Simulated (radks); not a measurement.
Problem. The mean radii <r> (bohr) of the occupied orbitals of an atom or ion are listed with their occupations. All-electron calculation, non-relativistic Kohn-Sham, LDA (Slater exchange, Perdew-Wang correlation), spin-unpolarised, spherical densities, point nucleus. Program: a radial shooting solver on a logarithmic mesh with Libxc functionals.

| orbital | occ. | <r> |
|---|---|---|
| 1s | 2 | 0.03108 |
| 2s | 2 | 0.1336 |
| 2p | 6 | 0.1140 |
| 3s | 2 | 0.3388 |
| 3p | 6 | 0.3261 |
| 3d | 4 | 0.2895 |

Name the element and its charge.

Solution. Z = 49, indium, charge +27: In27+ in [Ar] 3d4. The 1s radius gives Z: for a bare nucleus <r> = 1.5/Z, 0.03061 bohr for Z = 49, and screening makes it slightly larger (0.03108 here). The occupations add up to 22, and the charge is Z minus that.
